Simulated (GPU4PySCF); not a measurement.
GPU4PySCF input file for pyrene (C₁₆H₁₀), SMILES c1cc2c3c(c1)ccc1c3c(cc2)ccc1, SMD-M06-2X/def2-SVP. The structure is a stationary point at ωB97X-D3(BJ)/def2-TZVP.

```python
import numpy as np
import cupy as cp
from pyscf import gto, lo
from gpu4pyscf import dft
from gpu4pyscf.solvent import smd

mol = gto.M(
    atom='''
    C    -0.00000000    0.00000000    3.50771280
    C     0.00000000   -1.20474163    2.81855333
    C     0.00000000   -1.22542031    1.42317301
    C    -0.00000000   -2.45880734    0.67390450
    C     0.00000000   -2.45880734   -0.67390450
    C    -0.00000000   -1.22542032   -1.42317300
    C     0.00000000   -1.20474163   -2.81855333
    C     0.00000000   -0.00000000   -3.50771280
    C    -0.00000000    1.20474163   -2.81855333
    C    -0.00000000    1.22542031   -1.42317301
    C     0.00000000    2.45880734   -0.67390450
    C    -0.00000000    2.45880734    0.67390450
    C     0.00000000    1.22542032    1.42317300
    C    -0.00000000    1.20474163    2.81855333
    C     0.00000000    0.00000000    0.71472797
    C    -0.00000000   -0.00000000   -0.71472797
    H     0.00000000    0.00000000    4.59232892
    H     0.00000001   -2.14425057    3.36202346
    H    -0.00000000   -3.39353758    1.22560520
    H    -0.00000000   -3.39353758   -1.22560520
    H    -0.00000000   -2.14425058   -3.36202346
    H    -0.00000000   -0.00000000   -4.59232892
    H    -0.00000001    2.14425057   -3.36202346
    H     0.00000000    3.39353758   -1.22560520
    H     0.00000000    3.39353758    1.22560520
    H     0.00000000    2.14425058    3.36202346
    ''',
    basis='def2-SVP',
    charge=0,
    spin=0,
    max_memory=12000,
    verbose=3,
)
mf = dft.RKS(mol, xc='m06-2x').density_fit(auxbasis='def2-universal-jkfit')
mf.cphf_grids.atom_grid, mf.cphf_grids.prune = (75, 302), None
mf.grids.atom_grid = (75, 302)
mf.conv_tol = 1e-9
mf.max_cycle = 100
mf.kernel()
res = {}
for name in ['water', 'methanol', '1-octanol', 'benzene']:
    s = smd.smd_for_scf(mf, solvent=name)
    s.kernel(mf.make_rdm1())
    res[name] = (s.e_tot, s.with_solvent.get_cds(), s.dip_moment(), s.mo_energy.get(), s.converged)
    print(f'SMD {name}: dG(solv) = {(s.e_tot - mf.e_tot) * 627.509474:.3f} kcal/mol')
```

Output:

```
converged SCF energy = -615.067234082745
<class 'gpu4pyscf.solvent.smd.SMD'> does not have attributes  surface_discretization_method
converged SCF energy = -615.072953918506
Dipole moment(X, Y, Z, Debye): -0.00000, -0.00000, -0.00000
SMD water: dG(solv) = -3.589 kcal/mol
converged SCF energy = -615.082391850635
Dipole moment(X, Y, Z, Debye):  0.00000, -0.00000, -0.00000
SMD methanol: dG(solv) = -9.512 kcal/mol
converged SCF energy = -615.081570071183
Dipole moment(X, Y, Z, Debye):  0.00000, -0.00000, -0.00000
SMD 1-octanol: dG(solv) = -8.996 kcal/mol
converged SCF energy = -615.085133025608
Dipole moment(X, Y, Z, Debye):  0.00000, -0.00000, -0.00000
SMD benzene: dG(solv) = -11.232 kcal/mol
```

Self-consistency was reached.
